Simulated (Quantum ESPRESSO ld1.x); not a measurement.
All-electron atom: Bi11+ in [Xe] 4f14 5d4 (the NIST ground configuration). All-electron calculation, scalar-relativistic Kohn-Sham, LDA (Slater exchange, VWN5 correlation), spin-polarised, spherical densities, point nucleus; open shells are filled with parallel spins first. Program: ld1.x of Quantum ESPRESSO 7.5.

Normalised radial functions P(r) = r R(r), r in bohr:

r,5d up
0.0009093,0.0000
0.001194,0.0000
0.001579,0.0000
0.002073,0.0001
0.002721,0.0002
0.003571,0.0004
0.004688,0.0009
0.006202,0.0019
0.008141,0.0039
0.01069,0.0078
0.01403,0.0155
0.01841,0.0300
0.02436,0.0573
0.03197,0.1027
0.04197,0.1728
0.05509,0.2674
0.07231,0.3681
0.09567,0.4260
0.1256,0.3594
0.1648,0.1120
0.2164,-0.2699
0.284,-0.5799
0.3728,-0.5485
0.4932,-0.0628
0.6474,0.6159
0.8497,1.0850
1.115,1.0770
1.464,0.6919
1.937,0.2676
2.543,0.0590
3.337,0.0062

5d up: eigenvalue -198.17 eV, 2 radial nodes at r = 0.180, 0.506 bohr, <r> = 1.05 bohr, 90 % of the charge inside 1.51 bohr.
